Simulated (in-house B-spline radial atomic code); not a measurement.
## RPA and G0W0 on PBEsol: Ca IX (Ca8+)

Configuration [Ne] 3s2, mean-field start PBEsol. Computed with a B-spline radial code for spherical atoms: all electrons, non-relativistic, point nucleus, each spin shell either full or empty, empty states to l = 9 with an (l + 1/2)⁻⁴ tail; G0W0 by contour deformation at full frequency.

Command:
```bash
python run_gw.py task.json out
```
Settings (radii: box in bohr, nucleus in fm):
```
Z                        20
electrons                12
configuration            [Ne] 3s2
hamiltonian              nr
method                   pbesol
lmax                     9
spin_polarised           False
box_radius               7.7
intervals                47
ion_configuration        [Ne] 3s1
```

Run time, properties included: 1.4 s on 1 thread of Arm Neoverse V2, with other jobs on the host.

Energies (hartree):

| term | value |
| --- | --- |
| mean-field total | -654.37573 |
| Hartree-Fock functional on these orbitals | -654.90231 |
| direct second order | -0.906 |
| second-order exchange | 0.33583 |
| SOSEX correction | 0.29732 |

(1) What is the RPA correlation energy, and what remains with SOSEX?

Quasi-particle levels (eV):

| level | occupied | mean field | Σx - vxc | Σc | QP weight | G0W0 |
| --- | --- | --- | --- | --- | --- | --- |
| 3s | yes | -177.77 | -7.90 | ? | ? | ? |
| 2p | yes | -497.41 | -35.19 | 4.43 | 0.958 | -528.18 |
| 3p | no | -157.11 | 11.38 | -2.38 | 0.952 | -148.11 |

G0W0 = mean field + (Σx - vxc) + Σc, with Σc (partial-wave tail included) taken at the quasi-particle energy. Levels of low weight are left out.

(2) Where does G0W0 put 3s?

(3) What does it cost to remove one electron (to [Ne] 3s1) by differences of total energies, each species on its own start (correlation terms add to the Hartree-Fock functional)?

Results:

(1) RPA gives -0.79882 hartree (-1.81 eV per electron); RPA + SOSEX gives -0.5015, and the second-order doubles -0.57017 hartree (no singles). RPA lacks exchange-type terms and so overcorrelates at short range.

(2) At -188.57 eV, with Σc = -2.90 eV and a quasi-particle weight of 0.962. The tabulated removal energy is 188.54 ± 0.06 eV (NIST, semi-empirical); the calculation leaves out relativity, Breit and QED terms, and what these don't explain is the method's own error.

(3) PBEsol 187.31 eV, Hartree-Fock functional 185.43 eV, + RPA 188.51 eV, + RPA + SOSEX 187.68 eV, + second order 188.61 eV. Tabulated: 188.54 ± 0.06 eV (NIST, semi-empirical); the calculation leaves out relativity, Breit and QED terms, and what these don't explain is the method's own error.
